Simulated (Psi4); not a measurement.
IIn (SMILES [In][I]), singlet, geometry from GFN2-xTB (such geometries of metal compounds can be far from the true shape) (core potentials on I, In).

Psi4 was given this input:
```
memory 2 GB

molecule {
0 1
  In   -0.00000000   -0.00000000   -1.44929646
  I     0.00000000    0.00000000    1.33991559
}

set basis def2-svp

energy('m06')
print_variables()
```

Task: What does this run give for the total energy, nuclear repulsion energy, number of basis functions, dipole moment?

Result: 
```
Quantity                           Result
-------------------------  --------------
total energy               -488.043076 Ha
nuclear repulsion energy       99.6045 Eh
number of basis functions              52
dipole moment                      3.52 D
```
